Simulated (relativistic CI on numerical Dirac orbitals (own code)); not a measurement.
Re²⁺ (5d5) in a crystal field

Calculated by Dirac-Coulomb-Breit CI, orbitals from a KLI potential per configuration, QED by a radiative potential, valence Slater integrals scaled by 0.7, one configuration in a parametric crystal field (own radial code).

Field parameters in Wybourne normalisation: Oh B⁴₀ = 21Dq, B⁴₄ = √(5/14) B⁴₀. The field is a parameter set, without covalency.

S and J are read from ⟨S²⟩ = S(S + 1) and ⟨J²⟩ = J(J + 1) of each level; they are not fictitious spins.

Oh, 10Dq = 5500 cm⁻¹, the lowest 16 levels:

| E (cm⁻¹) | Degeneracy | Irrep | S | J |
| --- | --- | --- | --- | --- |
| 0.0 | 2 | Γ7 | 2.37 | 2.54 |
| 69.3 | 4 | Γ8 | 2.39 | 2.53 |
| 8346 | 2 | Γ7 | 1.21 | 3.30 |
| 11146 | 4 | Γ8 | 1.42 | 3.30 |
| 11783 | 4 | Γ8 | 1.42 | 3.70 |
| 12835 | 2 | Γ6 | 1.47 | 3.10 |
| 13280 | 2 | Γ7 | 1.42 | 3.43 |
| 13529 | 4 | Γ8 | 1.38 | 3.76 |
| 14531 | 4 | Γ8 | 1.27 | 4.54 |
| 14825 | 2 | Γ6 | 1.44 | 4.82 |
| 15286 | 4 | Γ8 | 1.36 | 4.35 |
| 15369 | 2 | Γ7 | 1.27 | 4.81 |
| 16155 | 2 | Γ6 | 1.35 | 4.16 |
| 16339 | 4 | Γ8 | 1.40 | 4.42 |
| 16990 | 4 | Γ8 | 1.36 | 3.93 |
| 17094 | 2 | Γ7 | 1.10 | 4.28 |

Principal g values of the ground doublet: 3.23, 3.23, 3.23.

Oh, 10Dq = 40900 cm⁻¹, the lowest 10 levels:

```json
{"E (cm⁻¹)": "0.0", "Degeneracy": "2", "Irrep": "Γ7", "S": "0.53", "J": "4.47"}
{"E (cm⁻¹)": "4399", "Degeneracy": "4", "Irrep": "Γ8", "S": "0.52", "J": "4.31"}
{"E (cm⁻¹)": "32003", "Degeneracy": "4", "Irrep": "Γ8", "S": "1.48", "J": "3.88"}
{"E (cm⁻¹)": "33108", "Degeneracy": "2", "Irrep": "Γ7", "S": "1.51", "J": "3.73"}
{"E (cm⁻¹)": "33774", "Degeneracy": "4", "Irrep": "Γ8", "S": "1.49", "J": "3.50"}
{"E (cm⁻¹)": "34503", "Degeneracy": "2", "Irrep": "Γ6", "S": "1.49", "J": "3.17"}
{"E (cm⁻¹)": "37328", "Degeneracy": "2", "Irrep": "Γ6", "S": "1.47", "J": "3.73"}
{"E (cm⁻¹)": "37597", "Degeneracy": "4", "Irrep": "Γ8", "S": "1.45", "J": "3.52"}
{"E (cm⁻¹)": "37963", "Degeneracy": "4", "Irrep": "Γ8", "S": "1.40", "J": "3.54"}
{"E (cm⁻¹)": "37985", "Degeneracy": "2", "Irrep": "Γ7", "S": "1.34", "J": "3.43"}
```

Principal g values of the ground doublet: 2.15, 2.15, 2.15.

Oh, 10Dq = 36450 cm⁻¹, the lowest 10 levels:

```json
{"E (cm⁻¹)": "0.0", "Degeneracy": "2", "Irrep": "Γ7", "S": "0.54", "J": "4.46"}
{"E (cm⁻¹)": "4462", "Degeneracy": "4", "Irrep": "Γ8", "S": "0.53", "J": "4.31"}
{"E (cm⁻¹)": "27648", "Degeneracy": "4", "Irrep": "Γ8", "S": "1.49", "J": "3.86"}
{"E (cm⁻¹)": "28798", "Degeneracy": "2", "Irrep": "Γ7", "S": "1.51", "J": "3.72"}
{"E (cm⁻¹)": "29493", "Degeneracy": "4", "Irrep": "Γ8", "S": "1.49", "J": "3.50"}
{"E (cm⁻¹)": "30219", "Degeneracy": "2", "Irrep": "Γ6", "S": "1.49", "J": "3.16"}
{"E (cm⁻¹)": "33047", "Degeneracy": "2", "Irrep": "Γ6", "S": "1.47", "J": "3.75"}
{"E (cm⁻¹)": "33312", "Degeneracy": "4", "Irrep": "Γ8", "S": "1.45", "J": "3.53"}
{"E (cm⁻¹)": "33651", "Degeneracy": "4", "Irrep": "Γ8", "S": "1.40", "J": "3.56"}
{"E (cm⁻¹)": "33661", "Degeneracy": "2", "Irrep": "Γ7", "S": "1.34", "J": "3.44"}
```

Principal g values of the ground doublet: 2.17, 2.17, 2.17.

The free-ion ground term has S = 5/2. The field overcomes the spin-pairing energy for Oh, 10Dq = 40900 cm⁻¹; Oh, 10Dq = 36450 cm⁻¹, where the ground state has lower spin; these fields are assumed values.

Levels of this model without a field, named by their leading LS term (the scale mimics covalency, so terms lie below those of the real free ion): 6S_5/2 0, 4G_5/2 12859, 4G_7/2 15329, 4G_11/2 15886, 4G_5/2 16194, 4P_3/2 16234, 4G_9/2 16370, 4P_1/2 17937 cm⁻¹.
